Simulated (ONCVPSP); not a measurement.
Varying the ONCV potential for nitrogen (N)

Base potential:

ONCVPSP 4.0.1 input, shortened (lines: element, Z, core and valence counts, functional; n l f; lmax; l rc ep ncon nbas qcut; lloc lpopt rc5 dvloc0; l nproj debl; icmod fcfact rcfact), PBE, scalar-relativistic:

```
  N 7.00    1    2        4      upf
    1    0    2.00
    2    0    2.00
    2    1    3.00
    1
    0    0.75    0.00    3    6    9.50
    1    1.90    0.00    4    8    7.40
    4    5    0.50    2.00
    0    2    2.90
    1    1    0.90
    1    0.55    0.00
```

Cutoffs, loose and tight: the cutoffs (Ha) at which the residual kinetic energy of the hardest occupied pseudo-wave falls to 1 and 0.1 mHa per electron. They do not see the model core or the augmentation charge, which bear on the density cutoff. Test errors are all-electron minus pseudo excitation energies from the reference, over the configurations 2s2 2p2; 2s2 2p1; 2s2 2p0; 2s1 2p4. A dash means not determined; rows that change the core or the reference have their own tests.

A true bound ghost makes a file unfit for plane-wave use even where its test errors are small: the radial tests pick states by their node count and pass the ghost by.

| change | outcome | cutoff, loose | cutoff, tight | bound ghosts | GHOST(+) flags above zero | largest test error (meV) |
| --- | --- | --- | --- | --- | --- | --- |
| base | generated | 30 Ha | 40 Ha | none | s | +1331 |
| local potential polynomial inside 0.50 bohr (lpopt 5, dvloc0 -2 Ha) | generated | 30 Ha | 40 Ha | none | s, p | +1331 |
| p: nproj 3 | generated | 30 Ha | 40 Ha | none | s | +1331 |
| s: qcut 7.7 | generated | 29 Ha | 63 Ha | none | s | +1333 |
| local potential polynomial inside 0.50 bohr (lpopt 2, dvloc0 0 Ha) | generated | 30 Ha | 40 Ha | none | none | +1331 |
| core correction Teter function, fcfact 2, rcfact 1.55 | generated | 30 Ha | 40 Ha | none | s | +1317 |

(1) What comes out with this change to the base: s: ncon 4, nbas 7?

(2) What comes out with this change to the base: all radii but the core radius scaled by about 0.85 (s 0.64, p 1.62 bohr); local potential polynomial inside 0.42 bohr (lpopt 5, dvloc0 2 Ha)?

Results:

(1) outcome: generated; cutoff, loose: 30 Ha; cutoff, tight: 185 Ha; bound ghosts: s; GHOST(+) flags above zero: none; largest test error (meV): +1322.

(2) outcome: generated; cutoff, loose: 121 Ha; cutoff, tight: 349 Ha; bound ghosts: s; GHOST(+) flags above zero: none; largest test error (meV): +884.
